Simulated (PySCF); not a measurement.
Species: C6H8F3OP.
Numbering: `[CH3:1][P@:2]1(=[O:3])[CH:4]=[C:5]([C:6]([F:7])([F:8])[F:9])[CH2:10][CH2:11]1`

Definitions: NICS(0) = −σiso at the ring centroid; NICS(1) = −σiso and NICS(1)zz = −σzz at ±1 Å along the ring normal z. Level: GIAO PBE0/pcSseg-1 (PySCF, non-relativistic, gas phase) on the GFN2-xTB geometry, one conformer.

Ring bond lengths (Å), with Mayer bond orders in brackets: P2–C4 1.825 (0.83), C4–C5 1.326 (1.82), C5–C10 1.505 (0.99), C10–C11 1.527 (1.00), C11–P2 1.847 (0.91).

Problem. Give the NICS values of each ring in ppm.

Solution. 
```
            ring                                                     type  NICS(0)  NICS(1), two faces  NICS(1)zz, two faces  rms pucker (Å)  centre to ring atoms, mean (Å)
P2–C4–C5–C10–C11  5-membered ring with P; formal bonds 1 double, 4 single     -3.6         -3.3 / -4.1           -1.8 / -3.1            0.11                            1.35
```

Problem. What do they say, and how far can they be read as aromaticity?

Solution. 
- P2–C4–C5–C10–C11: mean NICS(1)zz -2.4 ppm, near zero. P2, C10, C11 have four or more neighbours, and the NICS criterion for π rings isn't applied.

Problem. What is the mean of the two in-plane components of NICS at the first NICS(1) probe listed for ring P2–C4–C5–C10–C11, 1 Å off the ring?

Solution. The isotropic value is a third of the trace: (3 × -3.3 − (-1.8))/2 = -4.0 ppm.

Problem. List the ring angles and the Hirshfeld charges of the ring atoms.

Solution. 
- P2–C4–C5–C10–C11: P2 92.0° (+0.437 e), C4 110.4° (-0.091 e), C5 118.6° (-0.018 e), C10 107.6° (-0.072 e), C11 106.4° (-0.109 e); sum 534.9° against 540° for a flat convex ring.

Problem. What are the shieldings of the ring atoms and their hydrogens in the same run (means over atoms taken as equivalent)?

Solution. 
| atoms | environment | σ isotropic (ppm) | principal values of the symmetric part, first atom (ppm) |
| --- | --- | --- | --- |
| P2 | phosphoryl phosphorus | 281.0 | 163.3, 236.4, 443.3 |
| C4 | alkene CH carbon | 45.2 | -58.2, 40.3, 153.4 |
| C5 | fully substituted alkene carbon | 33.8 | -77.2, 47.4, 131.1 |
| C10 | allylic carbon | 158.4 | 144.4, 156.2, 174.5 |
| C11 | sp3 carbon bound to phosphorus | 154.4 | 130.9, 156.6, 175.6 |
| H on C4 | vinylic hydrogen | 24.75 | 22.2, 23.9, 28.1 |
| H on C10 | methylene hydrogen | 29.36 | 24.6, 28.9, 34.6 |
| H on C10 | methylene hydrogen | 28.94 | 23.2, 29.0, 34.7 |
| H on C11 | methylene hydrogen | 29.57 | 25.1, 28.0, 35.6 |
| H on C11 | methylene hydrogen | 29.72 | 26.4, 27.9, 34.9 |
